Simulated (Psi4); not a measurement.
ammonia borane (H$_{6}$BN), singlet, geometry from GFN2-xTB. Base run: Psi4 with CCSD(T)/STO-3G.

Psi4 was given this input:
```
memory 2 GB

molecule {
0 1
B    -0.91491923    0.11210003   -0.01661920
N     0.73087909   -0.08955061    0.01327617
H    -1.31399349   -0.64168266   -0.84737361
H    -1.09154966    1.25500958   -0.29974635
H    -1.29004994   -0.16052617    1.07999077
H     0.93390981   -1.05286399    0.25124010
H     1.12008257    0.53455889    0.70957279
H     1.10004319    0.13185843   -0.90352092
}

set {
  basis sto-3g
}

energy('ccsd(t)')
print_variables()
```

Each row names what was changed in the base input (with any setting that the change needs).

```json
[
 {"change": "base", "ΔE vs base (mEh)": "0.000", "MP2 correlation (Eh)": "-0.09912", "basis functions": "16", "outcome": "converged"},
 {"change": "method = mp2", "ΔE vs base (mEh)": "33.829", "MP2 correlation (Eh)": "-0.09909", "basis functions": "16", "outcome": "converged"},
 {"change": "method = mp3", "ΔE vs base (mEh)": "?", "MP2 correlation (Eh)": "-0.09909", "basis functions": "16", "outcome": "converged"},
 {"change": "method = dlpno-mp2", "ΔE vs base (mEh)": "33.832", "MP2 correlation (Eh)": "-0.09909", "basis functions": "16", "outcome": "converged"},
 {"change": "cc_type = df", "ΔE vs base (mEh)": "-", "MP2 correlation (Eh)": "-", "basis functions": "16", "outcome": "stopped with an error"},
 {"change": "method = cepa(1)", "ΔE vs base (mEh)": "-", "MP2 correlation (Eh)": "-", "basis functions": "16", "outcome": "stopped with an error"},
 {"change": "method = scs-mp2", "ΔE vs base (mEh)": "?", "MP2 correlation (Eh)": "-0.09912", "basis functions": "16", "outcome": "converged"},
 {"change": "method = cisd", "ΔE vs base (mEh)": "-", "MP2 correlation (Eh)": "-", "basis functions": "16", "outcome": "stopped with an error"},
 {"change": "method = omp2", "ΔE vs base (mEh)": "33.477", "MP2 correlation (Eh)": "-0.09909", "basis functions": "16", "outcome": "converged"},
 {"change": "puream = off", "ΔE vs base (mEh)": "0.000", "MP2 correlation (Eh)": "-0.09912", "basis functions": "16", "outcome": "converged"}
]
```

**Question.** Complete the blanks.

**Answer.** 
- method = mp3, ΔE vs base (mEh): 11.179
- method = scs-mp2, ΔE vs base (mEh): 21.452

- cc_type = df: ended with `Fatal Error: ndocc must be less than nvirt`
- method = cepa(1): ended with `Fatal Error: ndocc must be less than nvirt`
- method = cisd: ended with `Fatal Error: ndocc must be less than nvirt`
